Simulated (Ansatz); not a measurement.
Geometry optimisation, RKS BLYP-D4/def2-mTZVP (Ansatz).

Input file:

```yaml
crystal:
  periodic: [false, false, false]
  atoms:
    - { symbol: B, position_ang: [0.0, 0.0, 0.0] }
    - { symbol: Cl, position_ang: [0.0, 0.0, 1.86] }
    - { symbol: Cl, position_ang: [1.6108, 0.0, -0.93] }
    - { symbol: "N", position_ang: [-1.3423, 0.0, -0.775] }
    - { symbol: H, position_ang: [-2.0112, -0.8164, -0.6764] }
    - { symbol: H, position_ang: [-1.5914, 0.8164, -1.4036] }
basis:
  gaussian: { orbitals: def2-mTZVP }
hamiltonian:
  xc: blyp
  dispersion: d4
relax:
  f_tol: 0.02
  max_steps: 40
```

Run as:

```bash
$ ansatz run input.yaml --threads 2 --pin off --max-ram 3072MiB --backend cpu --events-out ev --progress --plain --runs-dir out
```

Problem. Where does it end, and by what steps?

Solution. The run converged. After 5 steps the energy has fallen by 1.245 eV; H6 moved furthest, 0.72 Å.

| step | energy less start (eV) | largest force component (eV/Å) | accepted |
| --- | --- | --- | --- |
| 0 | 0.0000 | 2.019 | yes |
| 1 | -0.6317 | 1.245 | yes |
| 2 | -0.9776 | 0.805 | yes |
| 3 | -1.1778 | 1.109 | yes |
| 4 | -1.2430 | 0.290 | yes |
| 5 | -1.2448 | 0.018 | yes |

```xyz
6
Properties=species:S:1:pos:R:3
B -0.053 0.000 -0.030
Cl -0.021 -0.404 1.714
Cl 1.474 0.404 -0.875
N -1.261 0.000 -0.728
H -2.149 -0.224 -0.288
H -1.324 0.224 -1.717
```

Run time: 4.9 s on 2 threads of Intel(R) Xeon(R) 6975P-C (Granite Rapids), on a shared host, peak memory 0.16 GiB.
